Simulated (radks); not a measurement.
The numbers below are computed, except where a source is named.
Question: These are the eigenvalues of the occupied orbitals of an atom or ion with whole-number occupations (hartree). Level of theory: Dirac Kohn-Sham, PBE, spin-unpolarised, spherical densities, finite nucleus; Fermi nuclear charge, rms radius of each element as measured or else 0.836 A^(1/3) + 0.57 fm (a radial shooting solver on a logarithmic mesh with Libxc functionals).

orbital  eigenvalue
1s1/2     -1262.126
2s1/2     -196.3573
2p1/2     -184.4833
2p3/2     -172.5534
3s1/2     -40.16379
3p1/2     -35.22759
3p3/2     -32.96171
3d3/2     -24.27542
3d5/2     -23.79656
4s1/2      -7.24795
4p1/2      -5.50050
4p3/2      -5.04877
4d3/2      -2.22299
4d5/2      -2.15006
5s1/2      -0.72446
5p1/2      -0.33390
5p3/2      -0.28866

Which element is it, and in what charge state? The configuration may be excited. Open shells, if any, are shared by 2j + 1.

Answer: Z = 54, xenon, charge 0: Xe in [Xe]. The list shows which subshells hold electrons but not how many an open one holds; the 1s level, -1262.1 hartree, gives Z - s = 50.2 by -(Z - s)^2/2, which with screening and relativity narrows Z to a few neighbours, and the depths of the outer levels then fix element, charge and occupations together.
